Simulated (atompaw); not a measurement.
# An all-electron radial function and its pseudo partner (H (Z = 1))

Columns: radius, all-electron u(r) and pseudo u(r) of the 1s shell (level -6.49 eV) of hydrogen in the configuration 1s1; PBE, scalar-relativistic, PAW (atompaw) scheme, atompaw 4.2.0.5.

| r (bohr) | all-electron | pseudo |
| --- | --- | --- |
| 0.027 | 0.0505 | 0.0427 |
| 0.054 | 0.0982 | 0.0851 |
| 0.081 | 0.1433 | 0.1270 |
| 0.108 | 0.1859 | 0.1680 |
| 0.135 | 0.2260 | 0.2079 |
| 0.162 | 0.2638 | 0.2466 |
| 0.188 | 0.2982 | 0.2824 |
| 0.215 | 0.3317 | 0.3179 |
| 0.242 | 0.3632 | 0.3517 |
| 0.269 | 0.3928 | 0.3836 |
| 0.296 | 0.4205 | 0.4135 |
| 0.323 | 0.4464 | 0.4415 |
| 0.350 | 0.4706 | 0.4674 |
| 0.377 | 0.4932 | 0.4914 |
| 0.404 | 0.5143 | 0.5136 |
| 0.431 | 0.5339 | 0.5339 |
| 0.458 | 0.5520 | 0.5525 |
| 0.485 | 0.5688 | 0.5695 |
| 0.512 | 0.5844 | 0.5851 |
| 0.538 | 0.5982 | 0.5988 |
| 0.565 | 0.6114 | 0.6119 |
| 0.592 | 0.6235 | 0.6238 |
| 0.619 | 0.6345 | 0.6347 |
| 0.646 | 0.6446 | 0.6446 |
| 0.673 | 0.6537 | 0.6537 |
| 0.700 | 0.6618 | 0.6618 |

Q: How many radial nodes do the two functions have?

A: The all-electron 1s function has n − l − 1 = 0; the pseudo-wave has 0.

Q: Is the pseudo-wave norm-conserving?

A: No, it belongs to a PAW set: the norm inside the radius is not constrained, and the difference is carried by the augmentation charge.
